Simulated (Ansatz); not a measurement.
C3H8BN can be A, `NCC1BC1`, or B, `BN(C)C=C`.

Calculated with Ansatz (gas phase, PBE0-D4/def2-TZVP geometries, no zero-point term in ΔE). CBS: MP2 limit from def2 TZ/QZ plus the TZ coupled-cluster correction, frozen cores. Functionals use def2-TZVPP. B3LYP here is the variant with VWN-RPA as its local correlation; programs differ in this. Each species was taken in one conformer, which may not be the lowest.

A:

```xyz
13

N     1.243   -1.399   -0.036
C     0.319   -0.585   -0.810
C    -0.714    0.066    0.080
B    -1.059    1.541   -0.112
C    -0.237    1.118    1.093
H     1.910   -1.862   -0.640
H     0.740   -2.118    0.470
H    -0.212   -1.135   -1.602
H     0.912    0.185   -1.318
H    -1.487   -0.616    0.434
H    -1.559    2.390   -0.771
H    -0.688    1.107    2.082
H     0.833    1.308    1.130
```

B:

```xyz
13

B     0.874    1.665   -0.246
N     0.221    0.432   -0.148
C    -0.249   -0.289   -1.314
C    -0.012   -0.168    1.089
C    -0.621   -1.332    1.300
H     1.234    2.201    0.760
H     1.053    2.141   -1.327
H    -1.332   -0.437   -1.267
H     0.226   -1.273   -1.378
H    -0.006    0.282   -2.207
H     0.362    0.420    1.920
H    -1.010   -1.952    0.504
H    -0.741   -1.691    2.313
```

(1) Which is lower in electronic energy at CCSD(T)/CBS, and by how much? (An estimate is asked.)

(2) Give E(B) − E(A) in kJ/mol with CCSD/def2-TZVPP, r2SCAN-D4, B3LYP-D4, PBE-D4, B3LYP, ωB97M-V, MP2/def2-TZVPP. (Estimate.)

Largest T1 diagnostic: 0.013.

Answers

(1) Computed: B, by 190.1 kJ/mol.

(2) The calculation gave: CCSD/def2-TZVPP -190.5, r2SCAN-D4 -182.1, B3LYP-D4 -200.8, PBE-D4 -180.9, B3LYP -198.4, ωB97M-V -180.4, MP2/def2-TZVPP -188.1. None reverses the order clearly.

In def2-TZVPP, CCSD(T) changes the Hartree–Fock value by +4.5 kJ/mol (the triples alone add −4.1 kJ/mol) and MP2 by +10.9 kJ/mol. From PBE to PBE0 (25 % exact exchange), in def2-TZVPP and without D4, E(B) − E(A) moves by +6.3 kJ/mol.
